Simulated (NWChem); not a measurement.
System: PbHOI, singlet; SMILES [I][Pb][OH]

```xyz
4

Pb     0.2117     1.0082     0.0000
I     -0.0080    -1.8132     0.0000
O     -1.8597     1.3869     0.0000
H     -2.0612     2.3319     0.0000
```
Atoms are numbered in this order, from 1.

Results from NWChem. Low-valent species are run as closed-shell singlets; no triplet was tried in these runs. All runs use the structure optimised with PBE0/def2-SVP. def2 effective core potentials on I, Pb; no spin-orbit coupling. Ions are spin-unrestricted doublets at the neutral geometry; other ion states weren't tried. Functional: LC-ωPBE (HJS hole) with def2-SVP; the question gives the range parameter ω in 1/bohr.

**Question.** Estimate the computed values for range parameter (1/bohr) 0.40. Quantities: vertical ionisation energy, ΔSCF (eV); −ε(HOMO) (eV).

**Answer.** 
| Quantity | Value |
|---|---|
| vertical ionisation energy, ΔSCF (eV) | 9.14 |
| −ε(HOMO) (eV) | 9.45 |
